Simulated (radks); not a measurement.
Initial-state core-level shifts of neutral molybdenum when its valence configuration changes from [Kr] 4d5 5s1. Calculated with a radial shooting solver on a logarithmic mesh with Libxc functionals: non-relativistic Kohn-Sham, PBEsol, spin-unpolarised, spherical densities, point nucleus; relativity is left out, which matters for an element this heavy. Shifts are changes of the shell-averaged eigenvalues in eV (positive: less bound); the change of the density at the nucleus, which sets a Mossbauer isomer shift, is in e/bohr^3, on a base of 5.162e+04.

valence               1s       3s       3p       4s  density at nucleus
4d4 5s2           -3.095   -3.235   -3.236   -2.981              +7.959
4d3 5s1 5p2       -9.229   -9.502   -9.505   -8.804              +4.866
4d5.5 5s0.5       +1.286   +1.350   +1.350   +1.275              -3.172
4d5 5p1           -1.289   -1.267   -1.266   -1.310              -5.434
4d4.5 5s1.5       -1.465   -1.533   -1.533   -1.425              +3.689
4d6               +2.380   +2.503   +2.504   +2.381              -5.903
4d4 5s1 5p1       -4.382   -4.508   -4.509   -4.270              +2.104
4d4.5 5s1 5p0.5   -2.130   -2.190   -2.190   -2.097              +0.968
4d2.5 5s1 5p2.5  -11.808  -12.158  -12.162  -11.142              +6.466
